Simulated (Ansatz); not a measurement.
**Several solutions for singlet BeS**

| atom | x (Å) | y (Å) | z (Å) |
| --- | --- | --- | --- |
| Be | 0.0000 | 0.0000 | 0.0000 |
| S | 0.0000 | 0.0000 | 5.2200 |

Basis set: def2-SVP (spherical functions). Charge 0, multiplicity 1.

UHF was run from several starts with Ansatz (development build ahead of 0.2.0).

```tsv
run	program	start	converged	energy (hartree)	<S²>
A	Ansatz	search for the lowest state	yes	-411.90142	1.19
B	Ansatz	atomic start, no search	yes	-411.83587	0.00
C	Ansatz	stability test followed	yes	-411.90142	1.19
```

(1) Which runs reached the lowest solution of this kind, and what is wrong with the others?

## Answers

(1) A, C reached the lowest solution found. Converged but too high: B by 1.78 eV. Convergence only shows a stationary point, and even a stable one can lie too high; stability tests and further starts are what find lower ones. Caution: another spin multiplicity may lie lower. Caution: the unrestricted determinant is a mixture of spin states.
